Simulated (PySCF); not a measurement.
Isomers of C8H9FO2, one GFN2-xTB conformer each. Single-point energies are computed at PBE0/pcSseg-1 (PySCF, gas phase, no added dispersion term), electronic only.

| SMILES | GFN2-xTB relative energy (kJ/mol) |
| --- | --- |
| O=CO[C@@]12C=C(F)[C@@H](CC1)C2 | 0.0 |
| C=C/C(=C\F)C(=C)OC(C)=O | 160.0 |
| COC(=O)[C@@H]1[C@H]2C=CC[C@]21F | 56.2 |

Conformers: `[O:1]=[CH:2][O:3][C@@:4]12[CH:5]=[C:6]([F:7])[C@@H:8]([CH2:9][CH2:10]1)[CH2:11]2` with O1–C2–O3–C4 0°, C2–O3–C4–C5 173°; `[CH2:1]=[CH:2]/[C:3](=[CH:4]\[F:5])[C:6](=[CH2:7])[O:8][C:9]([CH3:10])=[O:11]` with C1–C2–C3–C4 166°, C2–C3–C6–C7 131°, C3–C6–O8–C9 -40°, C6–O8–C9–C10 176°; `[CH3:1][O:2][C:3](=[O:4])[C@@H:5]1[C@H:6]2[CH:7]=[CH:8][CH2:9][C@@:10]12[F:11]` with C1–O2–C3–O4 2°, O2–C3–C5–C6 -163°.

Question: What does PBE0/pcSseg-1 give for the same structures?

Answer: 
```tsv
SMILES	PBE0/pcSseg-1 E (Eh)	PBE0/pcSseg-1 (kJ/mol)	GFN2-xTB (kJ/mol)	point group
O=CO[C@@]12C=C(F)[C@@H](CC1)C2	-559.85063	0.0	0.0	C1
COC(=O)[C@@H]1[C@H]2C=CC[C@]21F	-559.83789	33.4	56.2	C1
C=C/C(=C\F)C(=C)OC(C)=O	-559.81563	91.9	160.0	C1
```

Both levels put the same isomer lowest; measured from each level's own lowest isomer, the values differ by up to 68.1 kJ/mol (C=C/C(=C\F)C(=C)OC(C)=O: 160.0 against 91.9). 

Question: Which frontier levels, dipoles and rotational constants go with these structures?

Answer: 
```
                         SMILES  HOMO (eV, PBE0/pcSseg-1)  LUMO (eV)  dipole (D)       A, B, C (MHz)
 O=CO[C@@]12C=C(F)[C@@H](CC1)C2                     -7.19      -0.01        0.50  2561, 805.7, 726.1
COC(=O)[C@@H]1[C@H]2C=CC[C@]21F                     -7.22      -0.29        2.73  2435, 689.9, 650.0
        C=C/C(=C\F)C(=C)OC(C)=O                     -6.67      -0.99        2.44  1596, 794.0, 739.5
```

Question: As an exercise, what shares would exp(−E/RT) give at 2000 K from these electronic energies alone (no entropy, no degeneracies)?

Answer: RT = 16.629 kJ/mol: O=CO[C@@]12C=C(F)[C@@H](CC1)C2 87.9 %, COC(=O)[C@@H]1[C@H]2C=CC[C@]21F 11.8 %, C=C/C(=C\F)C(=C)OC(C)=O 0.4 %.
